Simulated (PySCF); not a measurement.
(E)-1-bromo-1-chloro-2-fluoroethene (C₂HBrClF), SMILES F/C=C(\Cl)Br. Geometry: PBE-D3(BJ)/def2-SVP.

All values below come from PBE-D3(BJ)/def2-SVP (PySCF).

Harmonic wavenumbers (cm⁻¹): 181, 226, 238, 360, 435, 650, 782, 883, 1161, 1258, 1659, 3145. Rotational constants (GHz): 3.893, 1.424, 1.042; symmetry number 1.

Problem. Work out the zero-point energy and the ideal-gas rigid-rotor harmonic-oscillator thermochemistry at 298.15 K and 1 atm.

Solution. ZPE = ½ Σ hcν = ½ × 10977 cm⁻¹ = 15.69 kcal/mol. H − E(el) = 19.67 kcal/mol. Entropy in cal/(mol K): translation 41.11, rotation 28.41, vibration 8.84, total 78.36. G − E(el) = -3.70 kcal/mol. Cp = 18.92 cal/(mol K).
